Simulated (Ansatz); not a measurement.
Strength of the B–S bond: B(CH3)(SH)2 → B(CH3)(SH) + HS

Species: B(CH3)(SH)2, singlet; B(CH3)(SH), doublet; HS, doublet. 

Shapes, held fixed at every level: PBE0-D4/def2-TZVP. Flexible molecules stand in one conformer, not always the lowest. Programs: Ansatz 0.2.0. Electronic energies: no zero-point or thermal term.

Problem. Estimate ΔE of this reaction.

Solution. The highest level, CCSD(T)/CBS estimate, gives ΔE = +452.3 kJ/mol; the levels span +321.5 to +457.4. The column of differences is taken from that level and isn't an error. Hartree–Fock misses the correlation of the pair that is broken and comes out low. No measured value is set beside it here. Open shells run unrestricted unless RO is named. The CBS estimate extrapolates MP2 from def2-TZVPP and def2-QZVPP and adds CCSD(T) − MP2 in the triple-zeta set, cores frozen. Times are processor times on shared x86 and Arm servers, and rough.

```
               level                    kind  ΔE (kJ/mol)  less CCSD(T)/CBS estimate  CPU time (sum over the molecules)
       HF/def2-TZVPP            Hartree–Fock       +321.5                     -130.8                                  –
   PBE-D4/def2-TZVPP                     GGA       +448.8                       -3.5                               18 s
 B3LYP-D4/def2-TZVPP           global hybrid       +433.1                      -19.2                               34 s
  wB97M-V/def2-TZVPP  range-separated hybrid       +457.4                       +5.1                               64 s
   B2PLYP/def2-TZVPP           double hybrid       +433.6                      -18.7                               35 s
  CCSD(T)/def2-TZVPP   coupled cluster or CI       +439.9                      -12.4                               86 s
CCSD(T)/CBS estimate   coupled cluster or CI       +452.3                        0.0                            2.4 min
```
